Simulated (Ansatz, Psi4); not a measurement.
Ansatz (a program for electronic structure) was given this input:
Ansatz 0.2 input:
```yaml
crystal:
  periodic: [false, false, false]
  atoms:
    - {symbol: C, position_ang: [2.44429592, -1.02503628, -0.30093565]}
    - {symbol: O, position_ang: [1.31720491, -0.30874313, -0.56583977]}
    - {symbol: C, position_ang: [0.46397681, -0.08288066, 0.52738845]}
    - {symbol: C, position_ang: [-0.78368637, 0.65746024, 0.03894765]}
    - {symbol: C, position_ang: [-1.61108653, -0.22008434, -0.89623149]}
    - {symbol: O, position_ang: [-1.50290815, 1.02973766, 1.19642637]}
    - {symbol: H, position_ang: [2.49044820, -1.62960395, 0.58697247]}
    - {symbol: H, position_ang: [3.00838206, -1.27513126, -1.17673703]}
    - {symbol: H, position_ang: [0.96317964, 0.52974000, 1.29056499]}
    - {symbol: H, position_ang: [0.16839632, -1.03268951, 0.99436903]}
    - {symbol: H, position_ang: [-0.45232858, 1.55679033, -0.50523325]}
    - {symbol: H, position_ang: [-1.98942224, -1.08474277, -0.35488689]}
    - {symbol: H, position_ang: [-2.45322875, 0.33792816, -1.30164553]}
    - {symbol: H, position_ang: [-0.98643999, -0.55931603, -1.71727797]}
    - {symbol: H, position_ang: [-2.34435957, 1.41231493, 0.92416785]}
basis:
  gaussian:
    orbitals: STO-3G
hamiltonian:
  xc: cam_b3lyp
magnetization: {spin_polarized: true, initial_magnetization: 1}
accuracy: high
```

Give the equivalent Psi4 input.

This is not unique; one that fits is 
```
memory 2 GB

molecule mol {
0 2
C     2.444296   -1.025036   -0.300936
O     1.317205   -0.308743   -0.565840
C     0.463977   -0.082881    0.527388
C    -0.783686    0.657460    0.038948
C    -1.611087   -0.220084   -0.896231
O    -1.502908    1.029738    1.196426
H     2.490448   -1.629604    0.586972
H     3.008382   -1.275131   -1.176737
H     0.963180    0.529740    1.290565
H     0.168396   -1.032690    0.994369
H    -0.452329    1.556790   -0.505233
H    -1.989422   -1.084743   -0.354887
H    -2.453229    0.337928   -1.301646
H    -0.986440   -0.559316   -1.717278
H    -2.344360    1.412315    0.924168
}

set {
  basis sto-3g
  reference uks
  scf_type pk
  puream true
  d_convergence 1e-8
  dft_radial_points 99
  dft_spherical_points 590
}

energy('cam-b3lyp')
print_variables()
```

Both were run: Ansatz gave -304.039715 Eh and Psi4 -304.039715 Eh, 0.000 mEh apart.
